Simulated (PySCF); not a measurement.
## Two-dimensional NMR puzzle

Compound of formula C₅H₆F₂. Correlations simulated from computed shifts and the bond graph:

HSQC (one-bond C–H):
| δH | δC |
| --- | --- |
| 5.19 | 77.5 |
| 2.81 | 34.4 |
| 2.21 | 20.4 |

COSY cross peaks (H two or three bonds apart, from the bond graph; peaks can be absent where the dihedral angle is near 90°):
| δH | δH |
| --- | --- |
| 2.81 | 2.21 |

HMBC (two and three bonds, from the bond graph):
| δH | δC |
| --- | --- |
| 5.19 | 159.8, 122.0, 20.4 |
| 2.81 | 159.8, 122.0, 20.4 |
| 2.21 | 159.8, 122.0, 77.5, 34.4 |

Carbons without hydrogens: δ 159.8, 122.0.

- shielding tensors at PBE0/pcSseg-1 (GIAO)
- GFN2-xTB structure
- program: PySCF 2.14.0 with density-fitted response routines
- averaged over atoms made equivalent by symmetry, fast rotation or ring inversion, relativity neglected, single conformer, no solvent model

Referencing at the same level of theory: ¹H, ¹³C against TMS.

Exchangeable hydrogens are left out of these lists.

**Question.** Work out the connectivity.

**Answer.** `FCC1=C(F)CC1`.

Atom-mapped SMILES (the numbers label the heavy atoms): `[F:1][CH2:2][C:3]1=[C:4]([F:5])[CH2:6][CH2:7]1`; H(Xn) means a hydrogen on atom n.

- δC 159.8 is C4, a fully substituted alkene carbon.
- δC 122.0 is C3, a fully substituted alkene carbon.
- δC 77.5 is C2, an allylic sp3 CH2 bonded to F (δH 5.19).
- δC 34.4 is C6, an allylic sp3 CH2 (δH 2.81).
- δC 20.4 is C7, an allylic sp3 CH2 (δH 2.21).
- HMBC from δH 5.19 reaches the proton-free carbons C4, C3.
- HMBC from δH 2.81 reaches the proton-free carbons C4, C3.
- HMBC from δH 2.21 reaches the proton-free carbons C4, C3.
- COSY links 2.81–2.21.

This is the structure that produced the data.

Shifts are as computed. Against solution values, carbons near 30 ppm lie about +3 ppm off and those near 130 ppm about +5 ppm. Of 1309 compounds with measured shifts, 239 miss one by over three times the rms of a fit or turn the order of signals round; such compounds aren't used in these exercises.
